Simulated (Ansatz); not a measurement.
ClFGeH4Si (`[F][GeH2][SiH2]Cl`). Total charge 0; spin multiplicity 1. Correlated methods include outer-core shells of Ge, which these sets cover unevenly. Scalar relativity is left out up to krypton.

```tsv
atom	x (Å)	y (Å)	z (Å)
F1	-0.4319	-1.4142	1.7928
Ge2	-0.2377	-1.1704	0.0731
Si3	0.1162	1.1712	-0.2392
Cl4	1.9701	1.6789	0.4870
H5	0.9606	-2.0383	-0.3432
H6	-1.5400	-1.6826	-0.5692
H7	0.0737	1.4989	-1.6866
H8	-0.9110	1.9566	0.4852
```

(1) Give the diagnostics of a CCSD(T)/def2-TZVPP run (frozen core, Ansatz). (Estimate.)

Results:

(1) The calculation gave: T1 = 0.0115, largest single amplitude 0.017, largest double 0.020, (T) share of the correlation energy 3.4 %, 9 CCSD cycles. The RHF solution is stable towards an unrestricted one. T1 lies under the customary mark of 0.02 for closed shells.
